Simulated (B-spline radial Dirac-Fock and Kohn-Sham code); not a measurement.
# Compton profile of Tl⁷⁷⁺

System: the Tl⁷⁷⁺ ion in the configuration 1s2 2s2.

Input file task.json (cfg lists n, l and occupation; rrms is the nuclear radius in fm):

```json
{"items": [{
  "Z": 81,
  "q": 77,
  "cfg": [[1, 0, 2], [2, 0, 2]],
  "A": 205,
  "rrms": 5.4759,
  "do": ["scatter"],
  "s": [0.0, 0.05, 0.1, 0.15, 0.2, 0.25, 0.3, 0.35, 0.4, 0.45, 0.5, 0.6, 0.7, 0.8, 0.9, 1.0, 1.1, 1.2, 1.4, 1.6, 1.8, 2.0, 2.5, 3.0, 3.5, 4.0, 5.0, 6.0],
  "pz": [0, 0.1, 0.14, 0.21, 0.29, 0.42, 0.6, 0.87, 1.2, 1.8, 2.5, 3.7, 5.2, 7.5, 11.0, 15.0, 22.0, 32.0, 45.0, 65.0, 93.0],
  "hv_scatter": [1000, 8047.8, 10000, 17479.3, 50000, 100000, 500000, 1000000]
}]}
```

Run with: `python xray_run.py task.json out`

Model: the impulse approximation on configuration-average Dirac-Fock orbitals. Program: a radial finite-basis atomic code. pz is in atomic units of momentum; subshell profiles are per electron, for a selection of subshells; open shells are spread over both j values by their weights.

```csv
pz,J total,J 1s1/2,J 2s1/2
0,0.07839,0.00892,0.0303
0.87,0.07821,0.00892,0.0302
1.2,0.07805,0.00892,0.0301
1.8,0.07763,0.00891,0.0299
2.5,0.07693,0.00890,0.0296
3.7,0.07523,0.00887,0.0287
5.2,0.07231,0.00883,0.0273
7.5,0.06644,0.00874,0.0245
11,0.05559,0.00853,0.0193
15,0.04293,0.00821,0.0133
22,0.02607,0.00749,0.00554
32,0.01533,0.00626,0.00140
45,0.01092,0.00464,0.000819
65,0.006750,0.00269,0.000683
93,0.003048,0.00121,0.000318
```

J(0) = 0.07839. The 2s1/2 subshell gives the largest part, 77 %.

Mean momentum ⟨p⟩ by subshell (a.u.): 1s1/2 89.1, 2s1/2 33.4.

Values without a named source are computed, but for edge energies of neutral atoms, which are taken from tables.
